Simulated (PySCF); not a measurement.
## Assigning NMR signals

Molfile (atoms numbered from 1):
```
C4H7FN2Si2
     RDKit          3D

 16 15  0  0  0  0  0  0  0  0999 V2000
   -0.6909    2.2525    0.3791 C   0  0  0  0  0  0  0  0  0  0  0  0
   -0.5285    1.2710   -0.3788 N   0  0  0  0  0  0  0  0  0  0  0  0
   -0.4403   -0.0517   -0.1624 C   0  0  0  0  0  0  0  0  0  0  0  0
   -2.1065   -0.9796   -0.2170 Si  0  0  0  0  0  4  0  0  0  0  0  0
   -3.2074    0.1495    0.1285 F   0  0  0  0  0  0  0  0  0  0  0  0
    0.7460   -0.7129   -0.0992 C   0  0  0  0  0  0  0  0  0  0  0  0
    2.4132    0.1771   -0.0985 Si  0  0  0  0  0  4  0  0  0  0  0  0
    0.7442   -2.1055   -0.0281 C   0  0  0  0  0  0  0  0  0  0  0  0
    0.7842   -3.2540    0.0393 N   0  0  0  0  0  0  0  0  0  0  0  0
   -0.7968    3.2309   -0.0678 H   0  0  0  0  0  0  0  0  0  0  0  0
   -0.7349    2.1881    1.4666 H   0  0  0  0  0  0  0  0  0  0  0  0
   -2.1970   -1.9415    0.8648 H   0  0  0  0  0  0  0  0  0  0  0  0
   -2.4231   -1.4345   -1.5587 H   0  0  0  0  0  0  0  0  0  0  0  0
    2.4171    1.1114   -1.2261 H   0  0  0  0  0  0  0  0  0  0  0  0
    2.5379    0.9254    1.1583 H   0  0  0  0  0  0  0  0  0  0  0  0
    3.4753   -0.8172   -0.2113 H   0  0  0  0  0  0  0  0  0  0  0  0
  1  2  2  0
  2  3  1  0
  3  4  1  0
  4  5  1  0
  3  6  2  0
  6  7  1  0
  6  8  1  0
  8  9  3  0
  1 10  1  0
  1 11  1  0
  4 12  1  0
  4 13  1  0
  7 14  1  0
  7 15  1  0
  7 16  1  0
M  END
```

- geometry: GFN2-xTB
- GIAO PBE0/pcSseg-1 shieldings
- run in PySCF
- no solvent, a single conformation, relativity neglected, equivalent nuclei averaged

Scale: $^{13}$C (σref 186.93) and $^{1}$H (σref 31.72) vs TMS (reference shieldings calculated alike).

**Question.** Assign these signals to the numbered atoms. $^{13}$C{$^{1}$H} NMR (computed): δ 179.4, 151.6, 123.6, 82.7.

**Answer.** 
179.4 → C3, fully substituted alkene carbon
151.6 → C1, C=N carbon
123.6 → C8, nitrile carbon: typical of a nitrile
82.7 → C6, fully substituted alkene carbon

**Question.** Assign these signals to the numbered atoms. $^{1}$H NMR (400 MHz, computed): δ 7.48 (m, 1H), 7.43 (m, 1H), 5.50 (m, 2H), 4.17 (s, 3H).

**Answer.** 
```tsv
δ (ppm)	atoms	environment	reason
7.48	H11	hydrogen on a C=N carbon	–
7.43	H10	hydrogen on a C=N carbon	–
5.50	H12/H13	hydrogen on a silicon bonded to C, F	–
4.17	H14/H15/H16	hydrogen on a silicon bonded to C	–
```

H11 and H10 lie closer than the usual error of such a calculation, so a measured spectrum could show them in the other order.

Splittings by $^{19}$F in the carbon and heteronuclear signals aren't shown, as no couplings were computed. Shifts are as computed. Against solution values, carbons near 30 ppm lie about +3 ppm off and those near 130 ppm about +5 ppm. Of 1309 compounds with measured shifts, 239 miss one by over three times the rms of a fit or turn the order of signals round; such compounds aren't used in these exercises. Multiplicities follow the n + 1 count of equivalent neighbours, as no J values were calculated; m marks all less simple cases, F and P coupling included.
